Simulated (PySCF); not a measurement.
## Dipole response of Cr (chromium, neutral)

[Ar] 3d4 4s2, high-spin 5D determinant (an excited configuration). All numbers are calculated (PySCF 2.14, the non-relativistic Hamiltonian (point nucleus), in def2-QZVPPD). Coupled (time-dependent) response in atomic units; α is the mean over directions.

```tsv
method	mean α (bohr³)	α xx, yy, zz	C₆ (like pair)	S(−4)
UHF	121.6	130.3, 130.3, 104.4	1235	37570
PBE	82.27	85.05, 85.05, 76.71	814.1	4130
PBE0	87.31	89.43, 89.43, 83.07	887.2	4704
```

S(−4) is the Cauchy moment in α(ω) = α(0) + S(−4) ω² + …

α(iu) at UHF:

```json
{"u (hartree)": "0", "α(iu) (bohr³)": "121.6"}
{"u (hartree)": "0.0500", "α(iu) (bohr³)": "92.37"}
{"u (hartree)": "0.100", "α(iu) (bohr³)": "67.06"}
{"u (hartree)": "0.200", "α(iu) (bohr³)": "34.76"}
{"u (hartree)": "0.300", "α(iu) (bohr³)": "20.45"}
{"u (hartree)": "0.500", "α(iu) (bohr³)": "9.899"}
{"u (hartree)": "0.750", "α(iu) (bohr³)": "5.650"}
{"u (hartree)": "1.00", "α(iu) (bohr³)": "3.874"}
{"u (hartree)": "1.50", "α(iu) (bohr³)": "2.302"}
{"u (hartree)": "2.00", "α(iu) (bohr³)": "1.571"}
{"u (hartree)": "3.00", "α(iu) (bohr³)": "0.8802"}
{"u (hartree)": "5.00", "α(iu) (bohr³)": "0.3947"}
```

A single London oscillator, α(iu) = α/(1 + u²/ω²), gives C₆ = (3/4) ω α². Matching the computed C₆ needs ω = 4 × 1235 / (3 × 121.6²) = 0.111 hartree.

The components differ because the open shell of this determinant is not spherical; for a pure term their mean is the scalar polarisability.
